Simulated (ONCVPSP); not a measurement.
# Mg (Z = 12) ONCV: all-electron and pseudo phase curves

```json
{
 "Element": "Mg",
 "Generator": "ONCVPSP 4.0.1",
 "Type": "optimised norm-conserving Vanderbilt (ONCV)",
 "Functional": "LDA (Perdew-Wang 92)",
 "Relativity": "scalar-relativistic",
 "Frozen core": "[He] 2s2",
 "Valence charge": "8",
 "Reference configuration": "2p6 3s1 (charge +1)",
 "Partial waves": "3s: rc 2.45 bohr, ncon 4, nbas 8, qcut 2.5 1/bohr, 2 projectors, debl 1.1 Ha; 2p: rc 0.95 bohr, ncon 4, nbas 8, qcut 16.2 1/bohr, 2 projectors, debl 1.1 Ha; d scattering state at 0.02 Ha: rc 2.10 bohr, ncon 4, nbas 8, qcut 5.4 1/bohr, 2 projectors, debl 0.5 Ha",
 "Local potential": "polynomial inside 0.85 bohr (lpopt 4, dvloc0 1 Ha)",
 "Core correction": "none"
}
```

In the p channel the program set the typed energies aside and used -2.052, 0.250 Ha.

The phase is arctan(r·R′/R) of the radial function R(r), unwrapped; energies in Ha, scanned from -4 to 5 Ha. A pole is an energy at which the radial function vanishes at the test radius. The pseudo phase is shifted by a multiple of π to meet the all-electron one at the reference energy, and phase errors are pseudo minus all-electron; the curves can meet again beyond the range given. Levels narrower than the energy grid can be missing from the lists of poles. n/a: not evaluated, since a narrow level or a reset projector energy made the automatic matching unsafe.

Q: For each channel, where are the poles, and over which energies does the pseudopotential scatter like the atom?

A:

```
channel  radius (bohr)  reference energy (Ha)  poles, all-electron     poles, pseudo  unbroken range about the reference energy with phases within 0.05 rad  phase error 1 Ha above the reference energy (rad)
      s           2.48                  -0.42           0.56, 4.66  0.56, 1.63, 4.98                                                                    n/a                                                n/a
      p           0.96                  -2.05                -0.44             -0.44                                                        the whole range                                             -0.000
      d           2.14                   0.02                 1.67              1.67                                                              below 2.9                                             -0.000
```

Note: no bound ghost flagged; GHOST(+) flagged for s at 44.3 eV.

Phases in the p channel:

```json
{"E (Ha)": "-3.98", "all-electron": "0.349", "pseudo": "0.349"}
{"E (Ha)": "-3.50", "all-electron": "-0.035", "pseudo": "-0.035"}
{"E (Ha)": "-3.02", "all-electron": "-0.495", "pseudo": "-0.495"}
{"E (Ha)": "-2.54", "all-electron": "-0.885", "pseudo": "-0.885"}
{"E (Ha)": "-2.06", "all-electron": "-1.151", "pseudo": "-1.151"}
{"E (Ha)": "-1.58", "all-electron": "-1.327", "pseudo": "-1.327"}
{"E (Ha)": "-1.10", "all-electron": "-1.449", "pseudo": "-1.449"}
{"E (Ha)": "-0.62", "all-electron": "-1.542", "pseudo": "-1.542"}
{"E (Ha)": "-0.14", "all-electron": "-1.617", "pseudo": "-1.617"}
{"E (Ha)": "0.34", "all-electron": "-1.682", "pseudo": "-1.682"}
{"E (Ha)": "0.82", "all-electron": "-1.743", "pseudo": "-1.743"}
{"E (Ha)": "1.30", "all-electron": "-1.804", "pseudo": "-1.804"}
{"E (Ha)": "1.78", "all-electron": "-1.868", "pseudo": "-1.868"}
{"E (Ha)": "2.26", "all-electron": "-1.939", "pseudo": "-1.939"}
{"E (Ha)": "2.74", "all-electron": "-2.023", "pseudo": "-2.023"}
{"E (Ha)": "3.22", "all-electron": "-2.127", "pseudo": "-2.126"}
{"E (Ha)": "3.70", "all-electron": "-2.261", "pseudo": "-2.260"}
{"E (Ha)": "4.18", "all-electron": "-2.441", "pseudo": "-2.439"}
{"E (Ha)": "4.66", "all-electron": "-2.682", "pseudo": "-2.678"}
```
